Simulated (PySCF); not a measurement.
Bonds (- single, = double, # triple, : aromatic): C1-C2 1.449 Å, C2#C3 1.220 Å, C3-Si4 1.814 Å, Si4-O5 1.651 Å, Si4-C6 1.868 Å, C6#N7 1.160 Å. C1 carries H8, H9, H10; Si4 carries H11; O5 carries H12. Stereochemistry as in CC#C[Si@@H](O)C#N.

Geometry: PBE0-D3(BJ)/def2-SVP; GIAO shifts from PySCF, gas phase, non-relativistic, averaged over equivalent atoms.

At wB97X-D/pcSseg-1 (151 basis functions, 15 s wall time on 1 thread of an Arm Neoverse V1, shared host):
```csv
atoms,δ (ppm)
C6,127.3
C2,116.6
C3,80.3
C1,5.6
Si4,-67.9
O5,37.1
N7,359.2
H11,4.53
H8/H9/H10,1.97
H12,1.56
```

Chemical shifts δ = σref − σ; TMS for 13C (σ = 184.54 ppm) and 29Si (σ = 352.93 ppm) and 1H (σ = 31.38 ppm); 17O (σ = 333.19 ppm) vs H2O; 15N (σ = 263.98 ppm) against NH3, all at this level.

Question: Predict the values at KT3/pcSseg-1 on the same geometry.

Answer: 
| atoms | δ at KT3/pcSseg-1 | change |
| --- | --- | --- |
| C6 | 111.4 | -15.9 |
| C2 | 103.6 | -13.0 |
| C3 | 71.7 | -8.6 |
| C1 | 7.2 | +1.6 |
| Si4 | -75.4 | -7.5 |
| O5 | 43.3 | +6.2 |
| N7 | 328.7 | -30.5 |
| H11 | 4.51 | -0.02 |
| H8/H9/H10 | 2.12 | +0.15 |
| H12 | 1.35 | -0.21 |

δ = σ(ref) − σ, references computed at the same level: 13C (182.31 ppm), 29Si (365.51 ppm), 1H (31.32 ppm) against TMS; 17O (329.03 ppm) vs H2O; 15N (262.01 ppm) against NH3.

The largest change is at N7 (nitrile nitrogen). Cost: 151 basis functions, 20 s wall time on 1 thread of an Arm Neoverse V1, shared host. The order of the carbon signals is the same at both levels.

Experimental scales use liquid or dissolved standards, which lie at an offset from isolated NH3 (liquid NH3: subtract about 20 ppm) and H2O (liquid H2O: subtract about 36 ppm). Unscaled 15N shifts of sp2 nitrogen often come out too high even then, by a few to some tens of ppm.
